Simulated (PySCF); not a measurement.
Geometries of 5 isomers of C5H8Si, from PBE0-D3(BJ)/def2-SVP geometry optimisation, gas phase in PySCF 2.14.0. One conformer each, no zero-point energy, no frequencies.

Problem. Which is lowest in electronic energy at this level?
A.
```xyz
14
angstrom
C      2.154    0.039   -0.235
C      0.674    0.115   -0.042
C     -0.014    1.200    0.384
Si    -1.822    0.739    0.440
C     -1.481   -1.005   -0.156
C     -0.148   -1.093   -0.334
H      2.399   -0.230   -1.277
H      2.591   -0.747    0.403
H      2.645    0.992    0.003
H      0.486    2.141    0.626
H     -2.435    0.799    1.804
H     -2.691    1.533   -0.485
H     -2.155   -1.843   -0.347
H      0.354   -2.005   -0.682
```
B.
```xyz
14
angstrom
C      2.978   -0.410    0.594
C      1.890   -0.098    0.156
C      0.589    0.269   -0.342
C     -0.451   -0.859   -0.628
C     -1.777   -0.101   -0.367
Si    -0.776    1.064    0.742
H      3.941   -0.687    0.979
H      0.690    0.903   -1.242
H     -0.352   -1.319   -1.625
H     -0.318   -1.662    0.115
H     -2.604   -0.700    0.037
H     -2.130    0.418   -1.272
H     -0.982    2.543    0.677
H     -0.706    0.624    2.166
```
C.
```xyz
14
angstrom
Si    -2.292    0.467   -0.006
C     -0.731    0.264    1.042
C      0.331   -0.498    0.301
C      1.400    0.065   -0.263
C      2.625    0.027   -1.016
C      2.230    1.205   -0.567
H     -2.801   -0.872   -0.440
H     -1.986    1.272   -1.230
H     -3.387    1.159    0.750
H     -0.371    1.269    1.321
H     -1.004   -0.241    1.985
H      0.195   -1.578    0.180
H      3.362   -0.549   -1.573
H      2.418    2.274   -0.498
```
D.
```xyz
14
angstrom
C      2.248   -1.738    0.182
C      1.684   -0.679    0.349
C      0.976    0.581    0.545
C     -0.368    0.637   -0.154
C     -0.695    1.678   -0.930
Si    -1.588   -0.775    0.107
H      2.750   -2.675    0.031
H      0.822    0.726    1.631
H      1.612    1.419    0.210
H     -1.671    1.752   -1.419
H      0.004    2.504   -1.109
H     -1.149   -2.024   -0.583
H     -1.719   -1.069    1.568
H     -2.915   -0.356   -0.436
```
E.
```xyz
14
angstrom
C      2.926   -0.522    0.081
C      1.763   -0.201   -0.039
C      0.361    0.173   -0.150
C     -0.206    1.070    0.995
Si    -1.873    0.214    0.706
C     -0.668   -1.000   -0.114
H      3.956   -0.808    0.180
H      0.227    0.713   -1.104
H     -0.055    2.151    0.874
H      0.222    0.760    1.962
H     -2.767    0.930   -0.255
H     -2.681   -0.237    1.880
H     -0.344   -1.764    0.611
H     -0.869   -1.492   -1.075
```

Solution. A. That is `CC1=C[SiH2]C=C1`, 37.5 kcal/mol below the next.

| SMILES | atoms numbered as above | E (Eh) | relative (kcal/mol) | relative (kJ/mol) | dipole (D) |
| --- | --- | --- | --- | --- | --- |
| CC1=C[SiH2]C=C1 | [CH3:1][C:2]1=[CH:3][SiH2:4][CH:5]=[CH:6]1 | -484.22312 | 0.0 | 0.0 | 1.10 |
| C#C[C@H]1CC[SiH2]1 | [CH:1]#[C:2][C@H:3]1[CH2:4][CH2:5][SiH2:6]1 | -484.16329 | 37.5 | 157.1 | 1.16 |
| C#CC1C[SiH2]C1 | [CH:1]#[C:2][CH:3]1[CH2:4][SiH2:5][CH2:6]1 | -484.16151 | 38.7 | 161.8 | 0.38 |
| C#CCC(=C)[SiH3] | [CH:1]#[C:2][CH2:3][C:4](=[CH2:5])[SiH3:6] | -484.14439 | 49.4 | 206.7 | 0.83 |
| [SiH3]CC=C1C=C1 | [SiH3:1][CH2:2][CH:3]=[C:4]1[CH:5]=[CH:6]1 | -484.12797 | 59.7 | 249.8 | 2.55 |

As drawn, the highest has a three-membered ring, which the lowest lacks.
